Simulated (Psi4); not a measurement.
Pair of molecules, SMILES N#N with SMILES [GeH4] (the first has 2 atoms); geometry from B3LYP-D3(BJ)/def2-TZVP, rigid monomers moved along the line of their centres of mass till N2···Ge3 is 5.04 Å.
(charge 0, multiplicity 1):
```csv
atom,x (Å),y (Å),z (Å)
N,-0.2136,-0.0766,-1.1125
N,-0.5000,0.3781,-0.1633
Ge,0.3200,-0.1341,4.7826
H,0.6981,-0.4556,6.2369
H,-0.3609,-1.3573,4.1512
H,1.5899,0.2086,3.9901
H,-0.6421,1.0615,4.7548
```

Method: SAPT0/aug-cc-pVDZ run with Psi4 1.11.

Problem. Give the four SAPT terms and the total, and say what mostly holds the pair together.

Solution. electrostatics -1.0, exchange 0.3, induction 0.0, dispersion -6.1, total -6.8 meV; the largest attraction is dispersion.
